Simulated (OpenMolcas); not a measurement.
**Ag2+: moving or changing the point charges**

Ag2+ among 4 point charges of -1 e arranged as a tetrahedron (Td), 1.95 Å from the ion.
```
   1.1258    1.1258    1.1258  -1.00
   1.1258   -1.1258   -1.1258  -1.00
  -1.1258    1.1258   -1.1258  -1.00
  -1.1258   -1.1258    1.1258  -1.00
```

```json
{
  "Program": "OpenMolcas 26.06",
  "Method": "CASSCF",
  "Basis": "ANO-RCC-VDZP [6s5p3d1f]",
  "Scalar Hamiltonian": "DKH2, point nucleus",
  "Active space": "9 electrons in 5 orbitals (4d)",
  "State averaging": "2S+1 = 2 even, 5 roots",
  "Spin-orbit coupling": "state interaction with AMFI integrals over the reference wave functions"
}
```

Runs around this geometry, states (labels of Td). Energies in cm-1 above the lowest state or level, χT in cm3 K/mol; under a threefold ground state the first gap can be a small split of the lowest multiplet, not the spin-orbit step; 10Dq is the gap between the two states; 10Dq is negative for this site.

```json
{"R (Å)": "1.95", "q (e)": "-0.65", "Ground state": "2T2", "First state of that spin": "2E 1227", "10Dq": "-1227", "First gap with spin-orbit (degeneracies)": "665.6 (2, 4)", "χT at 300 K": "1.104"}
{"R (Å)": "1.86", "q (e)": "-1", "Ground state": "2T2", "First state of that spin": "2E 2151", "10Dq": "-2151", "First gap with spin-orbit (degeneracies)": "1047 (2, 4)", "χT at 300 K": "0.864"}
{"R (Å)": "1.95", "q (e)": "-1", "Ground state": "2T2", "First state of that spin": "2E 1781", "10Dq": "-1781", "First gap with spin-orbit (degeneracies)": "906.2 (2, 4)", "χT at 300 K": "0.937"}
{"R (Å)": "2.05", "q (e)": "-1", "Ground state": "2T2", "First state of that spin": "2E 1451", "10Dq": "-1451", "First gap with spin-orbit (degeneracies)": "767.1 (2, 4)", "χT at 300 K": "1.026"}
```

Taking |10Dq| as R^-n, n = -ln(1451 / 2151) / ln(2.05 / 1.86) = 4.0 between the shortest and longest distance. The point-charge formula for a cubic d site gives n = 5.

Scaling the charges by -0.65 / -1 = 0.65 scales |10Dq| by 1227 / 1781 = 0.69; with fixed orbitals a first-order splitting would follow the charge.

An orbital triplet at a regular site is open to Jahn-Teller coupling, which can distort the site and quench the lowest spin-orbit gaps and is left out. The ground term spreads over less than 5000 cm-1, several times less than with real ligands, so orbital moments are less quenched and χT lies further from the spin-only value than at real sites. Point charges carry no covalency, so the field is a model and not that of real ligands. No measured value stands beside these numbers.
